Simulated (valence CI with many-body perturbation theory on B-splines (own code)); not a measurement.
# Nb XXXV: fill in the table

Computed by configuration interaction combined with many-body perturbation theory (CI+MBPT): five valence electrons over a frozen Dirac-Fock core [He], a basis of 11 s, 11 p, 10 d, 8 f, 5 g, 2 h functions for each j, with the one-electron correlation potential Σ1, the two-electron term Σ2, the three-electron term Σ3, Breit, model QED; selected CI, second order for the rest, scaled by the run's own slope (own B-spline code, finite nucleus).

No measured spectrum was set against this ion. As an estimate, large intervals hold to a few tenths of a per cent, small ones and those within an open d or f shell to about a per cent. Among the levels kept, up to 10000 cm⁻¹ of a level comes from second order outside the variational space, and about a tenth of that is noise between levels of different J, which matters for small intervals.

| Level | E (eV) |
| --- | --- |
| (2s^2 2p1/2^2 2p3/2) J=3/2 | 0.00 |
| (2s^2 2p1/2 2p3/2^2) J=3/2 | 88.01 |
| (2s^2 2p1/2 2p3/2^2) J=5/2 | 103.36 |
| (2s^2 2p1/2 2p3/2^2) J=1/2 | 123.63 |
| (2s^2 2p3/2^3) J=3/2 | 211.82 |
| (2s 2p1/2^2 2p3/2^2) J=5/2 | 237.59 |
| (2s 2p1/2^2 2p3/2^2) J=1/2 | ? |
| (2s 2p1/2^2 2p3/2^2) J=3/2 | 282.27 |
| (2s 2p1/2 2p3/2^3) J=3/2 [a] | ? |
| (2s 2p1/2 2p3/2^3) J=5/2 | 367.55 |
| (2s 2p1/2 2p3/2^3) J=1/2 | 390.27 |
| (2s 2p1/2 2p3/2^3) J=3/2 [b] | 402.08 |
| (2s 2p3/2^4) J=1/2 | 496.11 |
| (2p1/2^2 2p3/2^3) J=3/2 | ? |
| (2p1/2 2p3/2^4) J=1/2 | ? |
| (2s^2 2p1/2^2 3s) J=1/2 | 2515.66 |
| (2s^2 2p1/2^2 3p1/2) J=1/2 | ? |
| (2s^2 2p1/2^2 3p3/2) J=3/2 | 2596.12 |
| (2s^2 2p1/2 2p3/2 3s) J=3/2 [a] | 2605.45 |
| (2s^2 2p1/2 2p3/2 3s) J=1/2 | ? |

Levels are named by their leading jj configuration (3d3/2^4 stands for four electrons in 3d with j = 3/2), which in mixed levels can hold well under half, so a name can repeat and another be missing. Letters in brackets count levels of one name in rising energy.

Task: The levels stand in rising order. What does the calculation give for the missing energies?

Result: (2s 2p1/2^2 2p3/2^2) J=1/2 281.76; (2s 2p1/2 2p3/2^3) J=3/2 [a] 345.76; (2p1/2^2 2p3/2^3) J=3/2 568.44; (2p1/2 2p3/2^4) J=1/2 670.07; (2s^2 2p1/2^2 3p1/2) J=1/2 2561.14; (2s^2 2p1/2 2p3/2 3s) J=1/2 2610.82.
